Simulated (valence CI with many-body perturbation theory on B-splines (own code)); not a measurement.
# Bi11+: calculated level list

Method: relativistic CI+MBPT: four valence electrons over a frozen Dirac-Fock core [Xe] 4f14, a basis of 9 s, 9 p, 10 d, 8 f, 5 g, 3 h, 1 i functions for each j, with the one-electron correlation potential Σ1 (screened to all orders), the two-electron term Σ2, the three-electron term Σ3, Breit, model QED; selected single and double excitations, second order for the rest, scaled by the run's own slope (own B-spline code, finite nucleus).

No measured spectrum was set against this ion. As an estimate, terms of the open shell hold to 2 to 4 % of their energy, and close levels can change places. Core correlation moves these levels by up to 15000 cm⁻¹, and in measured spectra 5 to 20 % of such shifts remained as error; rates that hang on mixing are uncertain with them. The list stops below the first excitations out of the core. Only levels of the ground parity were solved; by the run's estimate the other parity begins above the list, which can be wrong where configurations are misplaced.

Levels 1 to 41 of 41, with energies above the lowest level, (5d3/2^4) J=0. "Leading %" is the weight of the configuration and term that name the level; weights of strongly mixed levels are sums over their largest components and can fall short. In the jj column 3d3/2^4 stands for four electrons in 3d with j = 3/2. Lifetimes count E1, E2, E3, M1 and M2 decay at the calculated energies, and are blank where another channel may lead or the interval is too uncertain; long ones can be off by a factor of two.

| No. | Configuration | Term | J | E (cm⁻¹) | Leading % | Lifetime | Second component | Leading jj |
| --- | --- | --- | --- | --- | --- | --- | --- | --- |
| 1 | 5d4 | 3P | 0 | 0 | 50 |  | 41 % 5d4 5D | 5d3/2^4 (92 %) |
| 2 | 5d4 | 5D | 1 | 20995 | 72 | 3.43 ms | 28 % 5d4 3P | 5d3/2^3 5d5/2 (93 %) |
| 3 | 5d4 | 5D | 2 | 33110 | 73 | 15.8 ms | 8 % 5d4 3D | 5d3/2^3 5d5/2 (62 %) |
| 4 | 5d4 | 3F | 4 | 37618 | 31 |  | 21 % 5d4 5D | 5d3/2^3 5d5/2 (90 %) |
| 5 | 5d4 | 5D | 3 | 39037 | 53 | 170 ms | 21 % 5d4 3F | 5d3/2^3 5d5/2 (66 %) |
| 6 | 5d4 | 5D | 0 | 55787 | 55 | 638 μs | 26 % 5d4 3P | 5d3/2^2 5d5/2^2 (89 %) |
| 7 | 5d4 | 5D | 4 | 58423 | 42 | 3.04 ms | 42 % 5d4 3H | 5d3/2^2 5d5/2^2 (87 %) |
| 8 | 5d4 | 3F | 2 | 61898 | 39 | 1.23 ms | 22 % 5d4 1D | 5d3/2^2 5d5/2^2 (69 %) |
| 9 | 5d4 | 3G | 3 | 61968 | 53 | 2.27 ms | 30 % 5d4 5D | 5d3/2^2 5d5/2^2 (68 %) |
| 10 | 5d4 | 3H | 5 | 67346 | 71 | 4.57 ms | 29 % 5d4 3G | 5d3/2^2 5d5/2^2 (99 %) |
| 11 | 5d4 | 3P | 1 | 69879 | 56 | 1.31 ms | 27 % 5d4 3D | 5d3/2^2 5d5/2^2 (85 %) |
| 12 | 5d4 | 3H | 6 | 71690 | 57 | 1.21 s | 42 % 5d4 1I | 5d3/2^2 5d5/2^2 (96 %) |
| 13 | 5d4 | 3G | 4 | 76798 | 62 | 8.60 ms | 32 % 5d4 1G | 5d3/2^2 5d5/2^2 (94 %) |
| 14 | 5d4 | 3D | 2 | 77952 | 40 | 6.73 ms | 31 % 5d4 3P | 5d3/2^2 5d5/2^2 (90 %) |
| 15 | 5d4 | 3F | 3 | 78040 | 42 | 2.53 ms | 36 % 5d4 3D | 5d3/2^2 5d5/2^2 (86 %) |
| 16 | 5d4 | 3F | 4 | 89453 | 42 | 1.06 ms | 29 % 5d4 5D | 5d3/2 5d5/2^3 (61 %) |
| 17 | 5d4 | 3F | 2 | 92764 | 37 | 855 μs | 30 % 5d4 1D | 5d3/2^2 5d5/2^2 (76 %) |
| 18 | 5d4 | 3F | 3 | 96263 | 48 | 696 μs | 20 % 5d4 3G | 5d3/2 5d5/2^3 (88 %) |
| 19 | 5d4 | 3G | 5 | 102210 | 71 | 1.56 ms | 29 % 5d4 3H | 5d3/2 5d5/2^3 (99 %) |
| 20 | 5d4 | 3D | 1 | 102560 | 69 | 513 μs | 21 % 5d4 3P | 5d3/2 5d5/2^3 (88 %) |
| 21 | 5d4 | 3F | 4 | 103810 | 48 | 1.48 ms | 38 % 5d4 1G | 5d3/2^2 5d5/2^2 (70 %) |
| 22 | 5d4 | 1I | 6 | 104340 | 57 | 1.63 ms | 42 % 5d4 3H | 5d3/2 5d5/2^3 (96 %) |
| 23 | 5d4 | 3P | 2 | 107980 | 61 | 2.58 ms | 22 % 5d4 3D | 5d3/2^2 5d5/2^2 (61 %) |
| 24 | 5d4 | 1S | 0 | 112990 | 54 | 861 μs | 45 % 5d4 3P | 5d3/2 5d5/2^3 (78 %) |
| 25 | 5d4 | 3F | 2 | 115340 | 59 | 777 μs | 33 % 5d4 3P | 5d3/2 5d5/2^3 (59 %) |
| 26 | 5d4 | 1F | 3 | 115940 | 44 | 1.01 ms | 32 % 5d4 3D | 5d3/2 5d5/2^3 (92 %) |
| 27 | 5d4 | 3F | 3 | 132040 | 70 | 1.25 ms | 27 % 5d4 1F | 5d3/2 5d5/2^3 (98 %) |
| 28 | 5d4 | 3P | 1 | 132390 | 94 | 717 μs |  | 5d3/2 5d5/2^3 (95 %) |
| 29 | 5d4 | 1G | 4 | 134700 | 77 | 606 μs | 15 % 5d4 3F | 5d3/2 5d5/2^3 (70 %) |
| 30 | 5d4 | 3P | 0 | 135300 | 52 | 1.42 ms | 45 % 5d4 1S | 5d3/2^2 5d5/2^2 (60 %) |
| 31 | 5d4 | 1D | 2 | 136470 | 54 | 789 μs | 24 % 5d4 3P | 5d3/2 5d5/2^3 (46 %) |
| 32 | 5d4 | 3F | 4 | 141270 | 54 | 483 μs | 23 % 5d4 1G | 5d5/2^4 (70 %) |
| 33 | 5d4 | 1D | 2 | 160180 | 67 | 449 μs | 14 % 5d4 3D | 5d5/2^4 (50 %) |
| 34 | 5d4 | 1S | 0 | 193260 | 74 | 256 μs | 25 % 5d4 3P | 5d5/2^4 (65 %) |
| 35 | 5d3 6s | 5F | 1 | 383170 | 70 | 2.09 μs | 24 % 5d3 6s 3D | 5d3/2^3 6s (84 %) |
| 36 | 5d3 6s | 5F | 2 | 388220 | 47 | 1.51 μs | 20 % 5d3 6s 3D | 5d3/2^3 6s (83 %) |
| 37 | 5d3 6s | 5F | 3 | 408040 | 81 | 1.82 μs | 8 % 5d3 6s 3D | 5d3/2^2 5d5/2 6s (91 %) |
| 38 | 5d3 6s | 5F | 2 | 412300 | 42 | 1.37 μs | 22 % 5d3 6s 3F | 5d3/2^2 5d5/2 6s (82 %) |
| 39 | 5d3 6s | 5F | 4 | 418340 | 60 | 1.75 μs | 27 % 5d3 6s 3G | 5d3/2^2 5d5/2 6s (77 %) |
| 40 | 5d3 6s | 5P | 1 | 419350 | 54 | 1.64 μs | 29 % 5d3 6s 3P | 5d3/2^2 5d5/2 6s (92 %) |
| 41 | 5d3 6s | 3F | 2 | 420580 | 43 | 1.12 μs | 36 % 5d3 6s 5P | 5d3/2^2 5d5/2 6s (98 %) |

The ionisation energy to 5d3 4F_3/2 of the next ion comes out as 209.04 eV (NIST: 208 ± 2.5 eV (theoretical)). All 41 levels together are meant to be complete up to 422720 cm⁻¹.
